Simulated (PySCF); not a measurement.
Input file for PySCF: R-B3LYP/6-31G* on BrHOSe (SMILES O[Se]Br), a point of a torsion scan.

```python
from pyscf import gto, scf, dft, mp
from pyscf.data.elements import chemcore

mol = gto.M(
    atom='''
    O    -1.08426507    0.16833438    0.38618440
    Se    0.35206844    1.03302358   -0.25790240
    Br    1.69641188    0.92711250    1.58086171
    H    -1.27745284   -0.61871987   -0.13063145
    ''',
    basis='6-31g*',
    cart=True,
    charge=0, spin=0, verbose=3, max_memory=1800)
mf = dft.RKS(mol, xc='b3lyp')
mf.conv_tol = 1e-8
mf.max_cycle = 100
mf.kernel()
if not mf.converged:
    mf = mf.newton().run(mf.mo_coeff, mf.mo_occ)
```

Output:

```
converged SCF energy = -5050.9798519256
```

Self-consistency was reached.

Cost: roughly 8 core-seconds.
